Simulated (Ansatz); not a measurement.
ClFH$_{4}$HfN$_{2}$, SMILES `[NH2][Hf]([NH2])([F])[Cl]`. Charge 0, multiplicity 1. Hf: def2 effective core potential.

Z-matrix (Å, degrees):
```
Hf
N 1 2.021
F 1 1.910 2 109.0
N 1 2.016 2 106.0 3 -118.3
Cl 1 2.372 2 109.3 3 122.4
H 2 1.010 1 125.9 3 122.1
H 2 1.011 1 125.2 3 -56.9
H 4 1.011 1 126.2 2 103.3
H 4 1.011 1 124.9 2 -83.0
```

Q: List the harmonic frequencies (cm⁻¹, unscaled) at PBE0-D4/def2-TZVP in Ansatz. (Estimate.)

A: The calculation gave: 93, 124, 132, 147, 163, 214, 255, 363, 459, 472, 502, 513, 630, 638, 655, 1543, 1545, 3561, 3568, 3651, 3660.

Q: Is this a minimum?

A: Yes, all 21 modes are real.

Q: Give the ideal-gas thermochemistry at 298.15 K and 1 bar (rigid rotor, harmonic oscillator; point group C1, symmetry number 1).

A: Zero-point energy 136.9 kJ/mol; H(298) − E = 162.9 kJ/mol; entropy 395.0 J/(mol·K), of which translation 178.4, rotation 118.0, vibration 98.6; G(298) − E = 45.1 kJ/mol. Modes under 100 cm⁻¹ are hindered rotations or soft bends, so the harmonic entropy is rough.

Q: Rotational constants (cm⁻¹)?

A: 0.09034, 0.05464, 0.05374.
